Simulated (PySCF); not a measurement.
NICS in isomers of C7H7ClO.

NICS = −σ at a ghost point: NICS(0) at the centroid of the ring atoms, NICS(1) 1 Å to either side along the normal of their mean plane, zz for the tensor component along that normal. Level: GIAO PBE0/pcSseg-1 (PySCF, non-relativistic, gas phase) on the GFN2-xTB geometries, one conformer each. Atom numbers follow the mapped SMILES.

Problem. Order these rings by mean NICS(1)zz, lowest (most negative) first (ppm).
A. ring C3–C4–C5–C6–C8–C9 in `[OH:1][CH2:2][c:3]1[cH:4][cH:5][c:6]([Cl:7])[cH:8][cH:9]1`
B. ring C3–C4–C6–C7–C8 in `[CH:1]#[C:2][C@@H:3]1[C@@H:4]2[O:5][C@@H:6]2[CH2:7][C@@H:8]1[Cl:9]`
C. ring C3–C4–C5–C6–C7 in `[CH3:1][O:2][C:3]1=[CH:4][CH:5]=[CH:6]/[C:7]1=[CH:8]\[Cl:9]`

Solution. A (-27.1), B (-2.8), C (3.9).

| SMILES | ring | NICS(0) | NICS(1) | NICS(1)zz | HOMA | rms pucker (Å) | ring atoms with four or more neighbours |
| --- | --- | --- | --- | --- | --- | --- | --- |
| OCc1ccc(Cl)cc1 | 6-membered carbocycle; formal bonds all aromatic | -9.0 | -11.1 | -27.1 | 1.00 | 0.00 | 0 |
| C#C[C@@H]1[C@@H]2O[C@@H]2C[C@@H]1Cl | 5-membered carbocycle; formal bonds all single | -8.2 | -5.0 | -2.8 | – | 0.12 | 5 |
| COC1=CC=C/C1=C\Cl | 5-membered carbocycle; formal bonds 2 double, 3 single | 1.4 | -1.4 | 3.9 | 0.00 | 0.00 | 0 |

NICS(0) gives the same order. The isotropic NICS(1) gives the same order. HOMA uses Krygowski's 1993 parameters; it is left out where a ring has a four-coordinate atom, a triple bond, no multiple bond or a kind of bond without parameters. NICS(1) and NICS(1)zz are means over the two faces.
